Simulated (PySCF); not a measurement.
# Deuteron quadrupole couplings in `CC/C=P/CCCC`

Species: C7H15P.
SMILES with atom numbers: `[CH3:1][CH2:2]/[CH:3]=[P:4]/[CH2:5][CH2:6][CH2:7][CH3:8]` (hydrogens: H9, H10, H11 on C1; H12, H13 on C2; H14 on C3; H15, H16 on C5; H17, H18 on C6; H19, H20 on C7; H21, H22, H23 on C8)

Cartesian coordinates in Å at the GFN2-xTB level; atoms count from 1:
```xyz
23
C7H15P angstrom
C     -4.3002   -0.1505    0.2418
C     -3.1806   -0.6411   -0.6777
C     -1.8551   -0.1353   -0.2177
P     -0.9279    0.9305   -1.1118
C      0.5424    1.1505    0.0238
C      1.6531    0.1605   -0.3202
C      2.8864    0.3573    0.5575
C      3.9879   -0.6347    0.2052
H     -4.3330    0.9370    0.2414
H     -4.1333   -0.4891    1.2624
H     -5.2628   -0.5282   -0.0949
H     -3.3721   -0.3046   -1.6988
H     -3.1746   -1.7361   -0.6747
H     -1.5410   -0.4709    0.7645
H      0.2281    1.0264    1.0625
H      0.9124    2.1722   -0.0979
H      1.9332    0.2825   -1.3697
H      1.2780   -0.8592   -0.1978
H      2.6069    0.2346    1.6066
H      3.2594    1.3763    0.4313
H      4.8631   -0.4755    0.8305
H      4.2830   -0.5201   -0.8356
H      3.6419   -1.6555    0.3522
```

Level: PBE0/pcSseg-1 (PySCF, non-relativistic); Q(2H) = 0.00286 b; rigid geometry, the same for H and D, with no vibrational averaging.

Question: Rank these positions by the coupling χzz of a deuteron there, largest first.
A. H14 (hydrogen on carbon)
B. H18 (methylene hydrogen)
C. H23 (methyl hydrogen)
D. H15 (methylene hydrogen)

Answer: A (218 kHz), C (212 kHz), D (206 kHz), B (202 kHz).

Question: Tabulate Vzz, the asymmetry η and χzz = 234.96 MHz × Q × Vzz for every hydrogen position.

Answer: 
| atom | bonded to | bond length (Å) | Vzz (au) | η | χzz (kHz) |
| --- | --- | --- | --- | --- | --- |
| H9 | C1 | 1.088 | 0.3126 | 0.02 | 210 |
| H10 | C1 | 1.088 | 0.3139 | 0.03 | 211 |
| H11 | C1 | 1.087 | 0.3163 | 0.02 | 213 |
| H12 | C2 | 1.092 | 0.3006 | 0.03 | 202 |
| H13 | C2 | 1.095 | 0.2998 | 0.01 | 201 |
| H14 | C3 | 1.084 | 0.3250 | 0.05 | 218 |
| H15 | C5 | 1.092 | 0.3069 | 0.01 | 206 |
| H16 | C5 | 1.094 | 0.3038 | 0.01 | 204 |
| H17 | C6 | 1.093 | 0.3009 | 0.03 | 202 |
| H18 | C6 | 1.093 | 0.3003 | 0.03 | 202 |
| H19 | C7 | 1.093 | 0.3034 | 0.02 | 204 |
| H20 | C7 | 1.092 | 0.3035 | 0.02 | 204 |
| H21 | C8 | 1.087 | 0.3170 | 0.01 | 213 |
| H22 | C8 | 1.088 | 0.3147 | 0.02 | 211 |
| H23 | C8 | 1.088 | 0.3149 | 0.02 | 212 |

Question: How does χzz go with the bond length over the 15 C–H bonds?

Answer: A straight-line fit has a slope of -16.3 kHz for each 0.01 Å, with a correlation coefficient of -0.97, over lengths from 1.084 to 1.095 Å. The longer bonds have the smaller couplings here.

Question: Give the 2H NMR doublet splittings at H18 for a magnetic field along the z, y and x axes of the gradient: 3χ/2, 3χ(1 + η)/4, 3χ(1 − η)/4.

Answer: With |χ| = 201.8 kHz and η = 0.028: 303, 156 and 147 kHz, to first order and without motion.

One conformer (not necessarily the lowest) at the GFN2-xTB geometry, without solvent, vibrations or thermal averaging. GFN2-xTB bond lengths can be off by several hundredths of an ångström, more for odd bonds, and the gradients follow them. These gradients aren't converged with respect to the basis.
